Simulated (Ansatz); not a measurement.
Breaking the Ge1–F2 bond in BrFGe (SMILES [F][Ge][Br]) (multiplicity 1 held, fragments rigid). Energies count from the point at 1.762 Å.
Geometry at that point (charge 0, multiplicity 1):
```xyz
3

Ge     0.540    -0.456     0.812
F      1.491    -1.328    -0.388
Br    -0.877     0.758    -0.643
```

R- and RO- levels are restricted; in cc, def2 and unpolarised 6-31G sets they are followed outwards from rest. U- levels take the lowest unrestricted solution at each point, which mixes spins at long bonds. Left out are points that failed, MP2 points in a non-variational dive below the minimum, coupled-cluster points behind a sign of a changed root (a jump of the amplitudes, or a one-step jump against full CI or MRCI), small-basis points behind a change of solution, and semi-empirical points at long bonds. Curves can end on different states.

Frozen-core correlation. Filled d and f shells under p-block atoms count as core.

Run with Ansatz (a program for electronic structure). Each number belongs to the level named beside it.

Energies in kJ/mol.

```
R (Å)  R-r2SCAN/cc-pVTZ  R-B3LYP/cc-pVTZ  U-wB97X-V/cc-pVTZ  R-CCSD(T)/cc-pVTZ
-----  ----------------  ---------------  -----------------  -----------------
1.410               277              291                278                286
1.586                42               49                 41                 43
1.762                 0                0                  0                  0
1.938                32               27                 35                 34
2.114                90               82                 97                 95
2.379               185              174                199                196
2.643               270              258                294                287
3.083               378              368                414                403
3.524               448              443                478                459
4.052               498              500                516                281
4.757               533              543                533           left out
5.638               553              570                537           left out
```

Doubts at one or more of the structures used: a restricted determinant that unrestricted orbitals would lower (R-r2SCAN/cc-pVTZ, R-B3LYP/cc-pVTZ, R-CCSD(T)/cc-pVTZ); a spin-contaminated determinant (U-wB97X-V/cc-pVTZ); T1 above 0.05 (R-CCSD(T)/cc-pVTZ); other coupled-cluster roots lie near (R-CCSD(T)/cc-pVTZ).
